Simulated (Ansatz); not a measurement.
Computed with Ansatz on PBE0-D4/def2-TZVP structures; ΔE is electronic, products minus reactants. CCSD(T)/CBS is the MP2 limit (def2-TZVPP, def2-QZVPP) plus CCSD(T) − MP2 in def2-TZVPP, frozen cores. This one scheme is used for every species. Functionals use def2-TZVPP. def2 core potentials past Kr. For I outer-core shells are correlated without core-valence functions, which leaves a few kJ/mol of doubt a bond. Each species was taken in one conformer, which may not be the lowest.

Reaction (substitution at a C–Cl bond): `C=C(Cl)I` + H₂S → `C=C(S)I` + HCl

Question: Is it downhill or uphill in electronic energy at CCSD(T)/CBS, and by how much? (Estimate.)

Answer: The calculation gave: Downhill: ΔE = -23.1 kJ/mol.

Question: What do these levels give: LDA (SPW92), r2SCAN0-D4, ωB97X-V, BHLYP, HF/def2-QZVPP, MP2/def2-QZVPP? (Best estimate.)

Answer: Computed: LDA (SPW92) -22.3, r2SCAN0-D4 -22.8, ωB97X-V -19.0, BHLYP -19.0, HF/def2-QZVPP -17.5, MP2/def2-QZVPP -26.4 kJ/mol.

Question: What do rigid-rotor, harmonic-oscillator terms from PBE0-D4/def2-TZVP frequencies (298.15 K, 1 bar) make of the CCSD(T)/CBS value? (An estimate is asked.)

Answer: Computed: ΔZPE = +0.4 kJ/mol, ΔH = -22.4 kJ/mol, ΔS = -10 J/(mol·K), ΔG = -19.4 kJ/mol.

Largest T1 diagnostic among the species: 0.011.

The D4 term adds −3.4 kJ/mol with B3LYP and −1.8 kJ/mol with PBE0; it sums over pairs of atoms, weighted by their polarisabilities, and B3LYP, whose exchange is more repulsive, gets the larger term. Leaving LDA and LC-ωPBE aside and taking each functional with its dispersion term where it has one, the values, not all of them listed here, spread over 4.6 kJ/mol, from PBE-QIDH to ωB97X-V. At CCSD(T), def2-SVP lies +3.3 kJ/mol from the extrapolated value and def2-TZVPP +0.7 kJ/mol.

B3LYP here is the variant with VWN-RPA as its local correlation; programs differ in this.
